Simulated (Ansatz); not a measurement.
Pulling on the Sn1–F3 bond in FHSn (SMILES [F][SnH]) (multiplicity 1 held, fragments rigid). Energies count from the point at 1.961 Å.
Geometry at that point (charge 0, multiplicity 1):
```xyz
3

Sn    -0.09096    -0.17371     0.21891
H     -1.03509    -1.08912    -1.00040
F      0.62035     1.08605    -1.10499
```

Signs of static correlation in def2-SVP, with CASSCF(6,4), from Ansatz (a quantum-chemistry and plane-wave program) runs.

| R (Å) | T1 of restricted CCSD | ⟨S²⟩ of UHF | largest double amplitude of restricted CCSD | weight of the CASSCF reference in MRCISD | CASSCF natural occupations |
|---|---|---|---|---|---|
| 1.569 | 0.014 | 0.000 | 0.074 | 0.927 | 2.00 2.00 1.99 0.01 |
| 1.765 | 0.016 | 0.000 | 0.073 | 0.925 | 2.00 2.00 1.99 0.01 |
| 1.961 | 0.019 | 0.000 | 0.072 | 0.924 | 2.00 2.00 1.98 0.02 |
| 2.157 | 0.023 | 0.000 | 0.070 | 0.922 | 2.00 2.00 1.97 0.03 |
| 2.353 | 0.028 | 0.000 | 0.072 | 0.921 | 2.00 2.00 1.96 0.04 |
| 2.647 | 0.036 | 0.000 | 0.068 | 0.921 | 2.00 2.00 1.93 0.07 |
| 2.942 | 0.049 | 0.797 | 0.132 | 0.921 | 2.00 2.00 1.84 0.16 |
| 3.432 | 0.088 | 0.966 | … | 0.924 | 2.00 2.00 1.53 0.47 |
| 3.922 | … | 1.013 | 0.537 | 0.925 | 2.00 2.00 1.28 0.72 |
| 4.510 | 0.247 | 1.014 | 1.094 | 0.925 | 2.00 2.00 1.13 0.87 |
| 5.295 | 0.324 | 1.014 | 1.777 | 0.925 | 2.00 2.00 1.04 0.96 |
| 6.275 | 0.337 | 1.014 | 2.003 | 0.925 | 2.00 2.00 1.01 0.99 |

Q: Complete the blanks.

A: 
- 3.432, largest double amplitude of restricted CCSD: 0.258
- 3.922, T1 of restricted CCSD: 0.156

Doubts at one or more of the structures used: active orbitals that take no part (SC-NEVPT2 on CASSCF(6,4)/def2-SVP); a restricted determinant that unrestricted orbitals would lower (R-CCSD(T)/def2-SVP); T1 above 0.05 (R-CCSD(T)/def2-SVP, U-CCSD(T)/def2-SVP); other coupled-cluster roots lie near (R-CCSD(T)/def2-SVP); a spin-contaminated determinant (U-CCSD(T)/def2-SVP).
